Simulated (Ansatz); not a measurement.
# Molecular dynamics of F$_{4}$Hf

Input file:

```yaml
crystal:
  periodic: [false, false, false]
  atoms:
    - { symbol: Hf, position_ang: [0.000419, 0.0, 0.000433] }
    - { symbol: F, position_ang: [0.000112, 0.0, 1.911802] }
    - { symbol: F, position_ang: [1.802545, 0.0, -0.636523] }
    - { symbol: F, position_ang: [-0.900588, 1.560579, -0.636806] }
    - { symbol: F, position_ang: [-0.900588, -1.560579, -0.636806] }
basis:
  gaussian: { orbitals: def2-SVP }
hamiltonian:
  xc: b3lyp
  dispersion: d4
md:
  timestep: 2.0
  n_steps: 300
  ensemble: nve
  temperature: 300.0
  initial_velocities: maxwell_boltzmann
  seed: 33871
```

Launched with:

```bash
$ ansatz run input.yaml --threads 1 --pin off --max-ram 2048MiB --backend cpu --events-out ev --progress --plain --runs-dir out
```

It starts from a relaxed structure.

Output, in part (step lines, the closing report, with atoms numbered from 0):

```
md step     0: t =     0.00 fs  T =   300.0 K  F+E_penalty+E_count = -12175.51514256 eV  E_kin = 0.116334 eV  conserved = -12175.39880856 eV  (25 SCF iters)
md step     1: t =     2.00 fs  T =   296.8 K  F+E_penalty+E_count = -12175.51390081 eV  E_kin = 0.115109 eV  conserved = -12175.39879133 eV  (28 SCF iters)
md step     2: t =     4.00 fs  T =   288.0 K  F+E_penalty+E_count = -12175.51041700 eV  E_kin = 0.111667 eV  conserved = -12175.39874962 eV  (28 SCF iters)
md step     3: t =     6.00 fs  T =   275.0 K  F+E_penalty+E_count = -12175.50533705 eV  E_kin = 0.106643 eV  conserved = -12175.39869404 eV  (28 SCF iters)
md step     4: t =     8.00 fs  T =   260.2 K  F+E_penalty+E_count = -12175.49952784 eV  E_kin = 0.100890 eV  conserved = -12175.39863809 eV  (28 SCF iters)
md step     5: t =    10.00 fs  T =   245.7 K  F+E_penalty+E_count = -12175.49386581 eV  E_kin = 0.095271 eV  conserved = -12175.39859468 eV  (28 SCF iters)
md step     6: t =    12.00 fs  T =   233.3 K  F+E_penalty+E_count = -12175.48903321 eV  E_kin = 0.090460 eV  conserved = -12175.39857322 eV  (28 SCF iters)
md step     7: t =    14.00 fs  T =   223.8 K  F+E_penalty+E_count = -12175.48536935 eV  E_kin = 0.086792 eV  conserved = -12175.39857749 eV  (28 SCF iters)
[... lines left out ...]
md step   297: t =   594.00 fs  T =    57.7 K  F+E_penalty+E_count = -12175.42108406 eV  E_kin = 0.022365 eV  conserved = -12175.39871859 eV  (30 SCF iters)
md step   298: t =   596.00 fs  T =    66.6 K  F+E_penalty+E_count = -12175.42455388 eV  E_kin = 0.025835 eV  conserved = -12175.39871844 eV  (30 SCF iters)
md step   299: t =   598.00 fs  T =    73.0 K  F+E_penalty+E_count = -12175.42701746 eV  E_kin = 0.028325 eV  conserved = -12175.39869277 eV  (29 SCF iters)
md step   300: t =   600.00 fs  T =    77.9 K  F+E_penalty+E_count = -12175.42886299 eV  E_kin = 0.030212 eV  conserved = -12175.39865068 eV  (26 SCF iters)
Total energy: -12175.42915563 eV, -447.4387686671 hartree
Atom 0 at    -0.018746    -0.030698    -0.010792 Å, force    -0.069887     0.935554     0.040463 eV/Å
Atom 1 at     0.083851     0.120556     1.881243 Å, force    -0.150831    -0.248533     0.249347 eV/Å
Atom 2 at     1.793373     0.122239    -0.544145 Å, force     0.313587    -0.216215    -0.250504 eV/Å
Atom 3 at    -0.787833     1.644366    -0.554444 Å, force    -0.068497    -0.438797    -0.048139 eV/Å
Atom 4 at    -0.907857    -1.598759    -0.675532 Å, force    -0.024372    -0.032008     0.008833 eV/Å
Dipole moment:    -0.093739    -0.177198    -0.055935 e Å
```

The steps, from the saved trajectory:

| time (fs) | T (K) | potential energy less start (eV) | conserved less start (meV/atom) |
| --- | --- | --- | --- |
| 0 | 300 | 0.000 | 0.00 |
| 20 | 207 | 0.036 | 0.02 |
| 40 | 50 | 0.097 | 0.05 |
| 60 | 8 | 0.113 | 0.06 |
| 80 | 130 | 0.066 | 0.03 |
| 100 | 275 | 0.010 | 0.00 |
| 120 | 267 | 0.013 | 0.01 |
| 140 | 110 | 0.074 | 0.05 |
| 160 | 3 | 0.115 | 0.06 |
| 180 | 100 | 0.078 | 0.03 |
| 200 | 265 | 0.014 | 0.00 |
| 220 | 277 | 0.009 | 0.01 |
| 240 | 137 | 0.063 | 0.04 |
| 260 | 13 | 0.112 | 0.06 |
| 280 | 49 | 0.098 | 0.04 |
| 300 | 199 | 0.039 | 0.01 |
| 320 | 288 | 0.005 | 0.01 |
| 340 | 211 | 0.035 | 0.03 |
| 360 | 48 | 0.098 | 0.06 |
| 380 | 25 | 0.107 | 0.05 |
| 400 | 176 | 0.048 | 0.02 |
| 420 | 289 | 0.004 | 0.00 |
| 440 | 228 | 0.028 | 0.03 |
| 460 | 73 | 0.088 | 0.06 |
| 480 | 13 | 0.112 | 0.05 |
| 500 | 107 | 0.075 | 0.03 |
| 520 | 246 | 0.021 | 0.01 |
| 540 | 274 | 0.010 | 0.02 |
| 560 | 141 | 0.062 | 0.05 |
| 580 | 20 | 0.109 | 0.06 |
| 600 | 78 | 0.086 | 0.03 |

All steps were run. The conserved energy stayed within 0.063 meV per atom of its start (net change 0.032 meV per atom), so the integration is sound. Over the second half the temperature averaged 0.51 of the 300 K drawn at the start: a run that starts near a minimum puts about half its kinetic energy into the potential. A run of 0.6 ps of so small a system gives no equilibrium averages.

The same pairs are bonded in the first frame and the last. Pairs count as bonded within 1.25 times the sum of covalent radii (0.12 Å more for H–H).

Last frame:

```xyz
5
Properties=species:S:1:pos:R:3
Hf -0.019 -0.031 -0.011
F 0.084 0.121 1.881
F 1.793 0.122 -0.544
F -0.788 1.644 -0.554
F -0.908 -1.599 -0.675
```

Run time: 21 min on 1 thread of Arm Neoverse V1, with other jobs on the host, peak memory 0.17 GiB.
